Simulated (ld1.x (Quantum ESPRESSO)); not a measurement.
Sr, TM: configuration errors across variants

- Element: strontium
- Generator: ld1.x (Quantum ESPRESSO) 7.5
- Type: norm-conserving Troullier–Martins (Kleinman–Bylander form)
- Functional: PBE
- Relativity: scalar-relativistic
- Frozen core: [Kr]
- Valence charge: 2
- Reference configuration: 4d1 5s1 5p0
- Partial waves: 5s (bound): rc 3.75 bohr; 5p (bound, empty): rc 3.10 bohr; 4d (bound): rc 4.00 bohr
- Local potential: all-electron potential smoothed inside 3.95 bohr (lloc = -1)
- Core correction: none

All-electron excitation energies from the reference (eV): (1) 4d0 5s2 5p0 -2.324; (2) 4d0 5s1 5p0 3.561; (3) 4d0 5s1.5 5p0 0.015; (4) 4d0.5 5s1.5 5p0 -1.179; (5) 4d0 5s0 5p1 6.498; (6) 4d1 5s0 5p0 5.325; (7) 4d0 5s0 5p2 2.382.

Tests that are not counted but printed errors over 1 eV. “local potential all-electron potential smoothed inside 2.26 bohr (lloc = -1)”: 4d0 5s0 5p1 (solver errors, printed error -1.4 eV). “local potential all-electron potential smoothed inside 4.26 bohr (lloc = -1)”: 4d0 5s0 5p1 (solver errors, printed error -1.3 eV); 4d0 5s0 5p2 (solver errors, printed error -6.9 eV).

A true bound ghost makes a file unfit for plane-wave use even where its test errors are small: the radial tests pick states by their node count and pass the ghost by. Where a test does run into it, the solver fails or the error is huge.

Errors AE − PS in meV (a dash: test not solved or not reliable):

```tsv
change	(1)	(2)	(3)	(4)	(5)	(6)	(7)	bound ghosts
base	+108	+169	+130	+21	+363	+72	+310	p
local potential all-electron potential smoothed inside 1.56 bohr (lloc = -1)	+111	+170	+131	+21	+362	+82	+308	s, p
local potential all-electron potential smoothed inside 1.94 bohr (lloc = -1)	+110	+169	+130	+21	+343	+82	+294	s, d, p
local potential all-electron potential smoothed inside 2.26 bohr (lloc = -1)	+109	+169	+130	+21	–	+82	+260	s, p
local potential all-electron potential smoothed inside 2.82 bohr (lloc = -1)	+106	+169	+130	+20	+515	+81	+392	s
local potential all-electron potential smoothed inside 3.48 bohr (lloc = -1)	+112	+171	+130	+21	+428	+81	+353	none
local potential all-electron potential smoothed inside 3.82 bohr (lloc = -1)	+108	+169	+130	+21	+368	+74	+314	p
local potential all-electron potential smoothed inside 4.26 bohr (lloc = -1)	+108	+169	+130	+21	–	+69	–	none
local potential all-electron potential smoothed inside 4.60 bohr (lloc = -1)	+108	+169	+130	+21	+413	+62	+353	none
```

Give the same row for: local potential all-electron potential smoothed inside 3.10 bohr (lloc = -1).

+101, –, +132, +21, +470, +81, +372; bound ghosts: none.
